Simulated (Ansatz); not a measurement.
Basis sets compared for W(NH)2(NH2)2 (WN₄H₆). The state is a singlet with charge 0. Geometry PBE-D4/def2-SVP. Ansatz on 4 threads of Arm Neoverse V2 on a shared host; times are rough, and most runs start from earlier orbitals.

```xyz
11

W    -0.107   -0.160   -0.092
N    -1.329    0.148   -1.345
H    -2.045   -0.081   -2.040
N     0.187   -1.852    0.366
H     0.068   -2.868    0.346
N    -0.721    0.769    1.536
H    -0.509    0.467    2.490
H    -1.351    1.576    1.540
N     1.601    0.545   -0.781
H     1.681    1.283   -1.485
H     2.522    0.173   -0.535
```

In the def2 sets W takes a core potential; there is no spin–orbit coupling.

| level | functions | energy (Eh) | HOMO (eV) | LUMO (eV) | wall time |
| --- | --- | --- | --- | --- | --- |
| PBE-D4/def2-SVP | 118 | -289.4511 | -5.19 | -0.99 | 1.4 s |
| PBE-D4/def2-TZVP | 200 | -289.7299 | -5.35 | -1.17 | 2.1 s |
| r2SCAN-D4/def2-TZVP | 200 | -289.8510 | -5.63 | -1.05 | 4.1 s |
| PBE0-D4/def2-SVP | 118 | -289.3826 | -6.51 | -0.18 | 1.6 s |
| PBE0-D4/def2-TZVP | 200 | -289.6616 | -6.63 | -0.34 | 2.8 s |

(1) Estimate the rows for PBE-D4/def2-TZVPD, r2SCAN-D4/def2-TZVPD, PBE0-D4/def2-TZVPD.

## Answers

(1) 
```json
{"level": "PBE-D4/def2-TZVPD", "functions": "245", "energy (Eh)": "-289.7339", "HOMO (eV)": "-5.47", "LUMO (eV)": "-1.34", "wall time": "3.2 s"}
{"level": "r2SCAN-D4/def2-TZVPD", "functions": "245", "energy (Eh)": "-289.8536", "HOMO (eV)": "-5.71", "LUMO (eV)": "-1.17", "wall time": "6 s"}
{"level": "PBE0-D4/def2-TZVPD", "functions": "245", "energy (Eh)": "-289.6647", "HOMO (eV)": "-6.72", "LUMO (eV)": "-0.50", "wall time": "3.8 s"}
```
